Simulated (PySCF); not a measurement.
How methods differ on the ionisation energy of Sc

Sc [Ar] 3d1 4s2 (2D) → Sc⁺ [Ar] 3d1 4s1 (3D), as a difference of total energies. Computed with PySCF 2.14 in x2c-SVPall, with scalar relativity by spin-free X2C-1e. Correlated levels: valence: [Ar] frozen. The calculations carry no spin-orbit coupling.

| method | ionisation energy (eV) | error (eV) |
| --- | --- | --- |
| UHF | 5.406 | -1.156 |
| B3LYP | 6.660 | +0.098 |
| MP2 (valence) | 6.006 | -0.556 |
| SCS-MP2 (valence) | 6.123 | -0.439 |

Reference: 6.562 eV (measured; NIST levels, between the centres of gravity of the two terms).

Errors of the correlated levels include the incompleteness of this basis and the frozen core.

MP2 underrates the near-degeneracy of ns² with np² in the lower species.
